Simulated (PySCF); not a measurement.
**B²⁺ (boron, charge +2) across methods**

[He] 3d1, 2D determinant (an excited configuration). Computed with PySCF 2.14 in aug-cc-pCVTZ-DK (7s6p4d2f, 59 functions), with scalar relativity by spin-free X2C-1e.

```json
{"method": "r2SCAN", "E (hartree)": "-22.5588", "mean ε 1s β (eV)": "-225.12", "mean ε 1s α (eV)": "-225.11", "mean ε 3d α (eV)": "-11.854", "Σ⟨r²⟩ (bohr²)": "14.05", "⟨S²⟩": "0.750"}
{"method": "UHF", "E (hartree)": "-22.48983", "mean ε 1s β (eV)": "-250.68", "mean ε 1s α (eV)": "-250.68", "mean ε 3d α (eV)": "-13.550", "Σ⟨r²⟩ (bohr²)": "15.03", "⟨S²⟩": "0.750"}
{"method": "PBEsol", "E (hartree)": "-22.4033", "mean ε 1s β (eV)": "-220.81", "mean ε 1s α (eV)": "-220.82", "mean ε 3d α (eV)": "-11.816", "Σ⟨r²⟩ (bohr²)": "13.90", "⟨S²⟩": "0.750"}
{"method": "LDA", "E (hartree)": "-22.2659", "mean ε 1s β (eV)": "-220.00", "mean ε 1s α (eV)": "-220.01", "mean ε 3d α (eV)": "-11.618", "Σ⟨r²⟩ (bohr²)": "14.41", "⟨S²⟩": "0.750"}
{"method": "B97-3", "E (hartree)": "-22.5787", "mean ε 1s β (eV)": "-230.17", "mean ε 1s α (eV)": "-230.16", "mean ε 3d α (eV)": "-12.582", "Σ⟨r²⟩ (bohr²)": "13.92", "⟨S²⟩": "0.750"}
{"method": "BP86", "E (hartree)": "-22.5682", "mean ε 1s β (eV)": "-222.30", "mean ε 1s α (eV)": "-222.30", "mean ε 3d α (eV)": "-12.092", "Σ⟨r²⟩ (bohr²)": "13.74", "⟨S²⟩": "0.750"}
{"method": "PBE0", "E (hartree)": "-22.5273", "mean ε 1s β (eV)": "-229.33", "mean ε 1s α (eV)": "-229.34", "mean ε 3d α (eV)": "-12.461", "Σ⟨r²⟩ (bohr²)": "13.95", "⟨S²⟩": "0.750"}
{"method": "M06", "E (hartree)": "-22.5909", "mean ε 1s β (eV)": "-229.67", "mean ε 1s α (eV)": "-229.69", "mean ε 3d α (eV)": "-12.482", "Σ⟨r²⟩ (bohr²)": "13.88", "⟨S²⟩": "0.750"}
```

Task: Estimate the same row for PBE.

Result: E (hartree) = -22.5233; mean ε 1s β (eV) = -221.95; mean ε 1s α (eV) = -221.97; mean ε 3d α (eV) = -12.012; Σ⟨r²⟩ (bohr²) = 13.64; ⟨S²⟩ = 0.750.

The outer electron is Rydberg-like, and this basis confines it to a smaller radius and binds it less than a complete one would.
